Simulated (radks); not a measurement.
The numbers below are computed, except where a source is named.
All-electron atom: I- in [Xe]. Code: a radial shooting solver on a logarithmic mesh with Libxc functionals. Model: scalar-relativistic Kohn-Sham, PBEsol, spin-polarised, spherical densities, point nucleus; Watson sphere of charge +1 and radius 3.36 bohr.

Local quantities along the radius. ELF = 1/(1 + alpha^2) is the electron localisation function; alpha = (tau - tau_W)/tau_unif compares the Pauli kinetic energy density with that of the uniform gas (summed over spins). tau is taken from the large components.

r (bohr)	ELF	alpha
0.0009449	0.999	0.02353
0.00126	0.999	0.02348
0.001681	0.999	0.02405
0.00226	0.999	0.02547
0.003014	0.999	0.02799
0.00402	0.999	0.03226
0.005362	0.998	0.03941
0.007152	0.997	0.05185
0.009615	0.994	0.07579
0.01282	0.985	0.1235
0.0171	0.949	0.2308
0.02281	0.807	0.4884
0.03043	0.488	1.024
0.04058	0.318	1.463
0.05456	0.474	1.054
0.07277	0.714	0.6327
0.09706	0.721	0.6219
0.1295	0.435	1.139
0.1727	0.356	1.344
0.2321	0.679	0.6870
0.3096	0.743	0.5879
0.413	0.308	1.500
0.5508	0.334	1.411
0.7346	0.760	0.5622
0.9877	0.632	0.7622
1.317	0.281	1.600
1.757	0.450	1.105
2.343	0.784	0.5249
3.126	0.754	0.5714
4.202	0.458	1.088
5.605	0.097	3.054
7.475	0.005	13.55

On this mesh the ELF has minima near r = 0.041, 0.15, 0.48, 1.5 bohr, which separate the shells, and maxima near 0.084 (0.75), 0.27 (0.76), 0.73 (0.76), 2.7 (0.80).
